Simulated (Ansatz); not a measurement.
Basis-set extrapolation for `COBF` (PBE0-D4/def2-TZVP geometry, frozen core, the Gaussian-basis code of Ansatz). Multiplicity 1, RHF reference.

```tsv
	def2-TZVPP	def2-QZVPP
HF	-239.388889	-239.400363
MP2 correlation	-0.756934	-0.818022
CCSD(T) correlation	-0.805809	not run
```

Energies in hartree. Use E(X) = E(∞) + A·exp(−7.88·√X) for Hartree–Fock and E(X) = E(∞) + B·X^(−2.97) for correlation, with X = 3 and 4, and add CCSD(T) minus MP2 of the smaller set to the MP2 limit.

What is the CCSD(T) energy at the basis-set limit?

HF limit: -239.400363 + (-0.011474) × 0.13774 = -239.40194. MP2 limit: -0.818022 + (-0.061088) × 0.74074 = -0.86327. Higher-order term: -0.805809 − (-0.756934) = -0.04888. Total: -240.31409 hartree, 313.5 kJ/mol below CCSD(T)/def2-TZVPP.
